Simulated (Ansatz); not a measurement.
`O[SiH](O)/C=C\[SiH2]Cl` + `N[SiH](F)F` → `O[SiH](O)N[SiH](F)F` + `C=C[SiH2]Cl`  (ligand exchange at the Si–C bond)

Isolated molecules relaxed with PBE0-D4/def2-TZVP in Ansatz; ΔE leaves out vibrations. CCSD(T)/CBS adds triple-zeta CCSD(T) − MP2 to the extrapolated MP2 energy (def2 sets, frozen cores). This one scheme is used for every species. DFT in def2-TZVPP. Each species was taken in one conformer, which may not be the lowest.

`O[SiH](O)/C=C\[SiH2]Cl`:

```xyz
14

O     2.811   -0.617    0.544
Si    1.194   -0.848    0.678
O     0.469   -1.261   -0.745
C     0.287    0.702    1.118
C    -0.780    1.151    0.447
Si   -1.656    0.383   -1.025
Cl   -3.324    1.598   -1.286
H     3.114    0.113    0.001
H     1.076   -1.942    1.668
H     0.524   -2.162   -1.067
H     0.643    1.290    1.965
H    -1.240    2.084    0.777
H    -0.914    0.477   -2.299
H    -2.204   -0.967   -0.775
```

`N[SiH](F)F`:

```xyz
7

N    -0.843    0.568    0.270
Si    0.513   -0.370   -0.069
F     0.035   -1.867   -0.288
F     1.266    0.011   -1.418
H    -0.761    1.463    0.722
H    -1.710    0.471   -0.232
H     1.500   -0.277    1.016
```

`O[SiH](O)N[SiH](F)F`:

Z-matrix (Å, degrees):
```
Si
O 1 1.637
N 1 1.717 2 107.2
O 1 1.630 2 109.2 3 116.8
H 1 1.483 2 111.0 3 -121.9
H 2 0.959 1 118.3 3 70.3
Si 3 1.696 1 126.1 2 0.9
H 3 1.011 1 117.9 2 179.3
H 4 0.958 1 118.0 2 71.7
F 7 1.587 3 107.4 1 -168.0
F 7 1.592 3 109.7 1 -51.1
H 7 1.468 3 116.8 1 70.1
```

`C=C[SiH2]Cl`:

```xyz
9

C     0.661    0.874    1.120
C     0.703    0.247   -0.053
Si   -0.707   -0.786   -0.653
Cl   -1.457   -0.017   -2.412
H    -0.211    0.818    1.766
H     1.490    1.471    1.488
H     1.597    0.340   -0.666
H    -0.287   -2.176   -0.950
H    -1.789   -0.772    0.360
```

CCSD(T)/CBS gives -75.6 kJ/mol.

Problem. Another level gave -75.6 kJ/mol. Which?
A. PBE0/def2-TZVPP
B. r2SCAN/def2-TZVPP
C. PBE-D4/def2-TZVPP
D. HF/def2-TZVPP

Solution. B. r2SCAN -75.6, PBE0 -71.5, HF/def2-TZVPP -92.5, PBE-D4 -64.5 kJ/mol.

Largest T1 diagnostic among the species: 0.012.

In def2-TZVPP, CCSD(T) changes the Hartree–Fock value by +16.7 kJ/mol (the triples alone add +2.9 kJ/mol) and MP2 by +17.2 kJ/mol. From PBE to PBE0 (25 % exact exchange), in def2-TZVPP and without D4, ΔE moves by −4.5 kJ/mol.
